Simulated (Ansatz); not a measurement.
Start from `C[S][Al]([NH2])[F]` and change one element to get `CSB(N)F`.

Ansatz, PBE0-D4/def2-TZVP geometries, multiplicity 1. Each molecule was computed in one conformer, which needn't be the lowest.

```tsv
property	`C[S][Al]([NH2])[F]`
size of the dipole moment (PBE/def2-TZVPP) / D	0.66
LUMO energy (ωB97M-V/def2-TZVPP) / eV	1.26
HOMO–LUMO gap (B3LYP/def2-TZVPP) / eV	6.19
HOMO energy (ωB97M-V/def2-TZVPP) / eV	-9.21
HOMO energy (PBE0/def2-TZVPP) / eV	-7.03
HOMO–LUMO gap (PBE0/def2-TZVPP) / eV	6.73
```

**Question.** Give the same properties after the change, and the shifts. (An estimate is asked.)

**Answer.** Ansatz gave: 
```json
{"property": "size of the dipole moment (PBE/def2-TZVPP) / D", "`CSB(N)F`": "0.93", "shift": "0.27"}
{"property": "LUMO energy (ωB97M-V/def2-TZVPP) / eV", "`CSB(N)F`": "2.18", "shift": "0.92"}
{"property": "HOMO–LUMO gap (B3LYP/def2-TZVPP) / eV", "`CSB(N)F`": "6.95", "shift": "0.76"}
{"property": "HOMO energy (ωB97M-V/def2-TZVPP) / eV", "`CSB(N)F`": "-8.98", "shift": "0.23"}
{"property": "HOMO energy (PBE0/def2-TZVPP) / eV", "`CSB(N)F`": "-6.79", "shift": "0.24"}
{"property": "HOMO–LUMO gap (PBE0/def2-TZVPP) / eV", "`CSB(N)F`": "7.49", "shift": "0.76"}
```

With PBE0 the HOMO rises by 0.24 eV and the LUMO rises by 1.00 eV, so the gap widens by about 0.76 eV. PBE moves the HOMO by 0.23 eV and ωB97M-V by 0.23 eV. Dipoles are sizes alone; their direction can turn.

B3LYP here is the variant with VWN-RPA as its local correlation; programs differ in this.
